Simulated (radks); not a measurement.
Trend from Lu+ to Hg+: ionisation energy by Delta-SCF between NIST ground configurations, and size. All-electron calculation, scalar-relativistic Kohn-Sham, PBEsol, spin-polarised, spherical densities, finite nucleus; open shells are filled with parallel spins first (spin-orbit coupling, left out, can overturn this in heavy ions); Fermi nuclear charge, rms radius of each element as measured or else 0.836 A^(1/3) + 0.57 fm. Program: a radial shooting solver on a logarithmic mesh with Libxc functionals.

| species | configuration | IE (eV) | NIST (eV) | kind | outermost | <r> outermost (bohr) | r at 0.001 e/bohr^3 (bohr) |
|---|---|---|---|---|---|---|---|
| Lu+ | [Xe] 4f14 6s2 | 14.006 | 14.13 | semi-emp. | 6s | 3.25 | 4.62 |
| Hf+ | [Xe] 4f14 5d1 6s2 | 15.004 | 14.61 | theory | 6s | 3.13 | 4.57 |
| Ta+ | [Xe] 4f14 5d3 6s1 | 15.733 | 16.2 | semi-emp. | 6s | 3.00 | 4.33 |
| W+ | [Xe] 4f14 5d4 6s1 | 16.534 | 16.4 | semi-emp. | 6s | 2.89 | 4.25 |
| Re+ | [Xe] 4f14 5d5 6s1 | 17.251 | 16.6 | semi-emp. | 6s | 2.79 | 4.17 |
| Os+ | [Xe] 4f14 5d6 6s1 | 17.762 | 17 | semi-emp. | 6s | 2.72 | 4.12 |
| Ir+ | [Xe] 4f14 5d7 6s1 | 18.187 | 17.0 | semi-emp. | 6s | 2.65 | 4.06 |
| Pt+ | [Xe] 4f14 5d9 | 19.485 | 18.6 | exp. | 5d | 1.65 | 3.84 |
| Au+ | [Xe] 4f14 5d10 | 21.075 | 20.20 | exp. | 5d | 1.57 | 3.77 |
| Hg+ | [Xe] 4f14 5d10 6s1 | 19.220 | 18.757 | exp. | 6s | 2.49 | 3.88 |

Reference values: NIST Atomic Spectra Database (exp. = measured, semi-emp. = semi-empirical, theory = theoretical value adopted there). Open shells are spherical and high-spin; term and fine-structure splittings are not resolved. Spin-orbit splitting is averaged out at the scalar-relativistic level.
